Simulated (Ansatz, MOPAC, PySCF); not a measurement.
Molecule: difluoro(fluorosilyl)silane, Si$_{2}$H$_{3}$F$_{3}$, charge 0, multiplicity 1. SMILES: F[SiH2][SiH](F)F
Geometry from a B3LYP-D3(BJ)/def2-TZVP (Ansatz, a first-principles code) optimisation:
```xyz
8

F     -1.8125    -1.5016     0.5221
Si    -1.4275    -0.0227     0.0132
Si     0.9017     0.0560    -0.3318
F      1.2524     1.4963    -0.9345
F      1.6590    -0.0713     1.0694
H     -1.8508     0.9539     1.0401
H     -2.1489     0.2302    -1.2541
H      1.4702    -0.9610    -1.2376
```

Unscaled harmonic wavenumbers (cm⁻¹) in rising order, each level at the stationary point that it reaches from this structure (no distance between atoms moves by over 0.3 Å); the order of modes can differ between levels, and a negative number is imaginary. B3LYP-D3(BJ)/def2-TZVP (PySCF, at the structure above): 41, 105, 189, 212, 319, 429, 526, 730, 803, 825, 835, 848, 920, 929, 958, 2232, 2244, 2255.

PM7 (MOPAC): 43, 124, 199, 202, 278, 444, 486, 714, 728, 776, 781, 833, 880, 908, 941, 2272, 2286, 2291. Zero-point energy 21.7 against 22.0 kcal/mol; where all levels lie over 400 cm⁻¹, the wavenumbers are on average 0.975 times those of B3LYP-D3(BJ)/def2-TZVP.

HF/3-21G (Ansatz): 48, 96, 182, 210, 343, 452, 569, 816, 868, 920, 927, 938, 995, 1025, 1051, 2357, 2362, 2420. Zero-point energy 23.7 against 22.0 kcal/mol; where all levels lie over 400 cm⁻¹, the wavenumbers are on average 1.087 times those of B3LYP-D3(BJ)/def2-TZVP.

HF/6-31G* (Ansatz): 48, 123, 212, 236, 350, 490, 589, 804, 889, 911, 918, 922, 1022, 1025, 1055, 2410, 2418, 2449. Zero-point energy 24.1 against 22.0 kcal/mol; where all levels lie over 400 cm⁻¹, the wavenumbers are on average 1.102 times those of B3LYP-D3(BJ)/def2-TZVP.
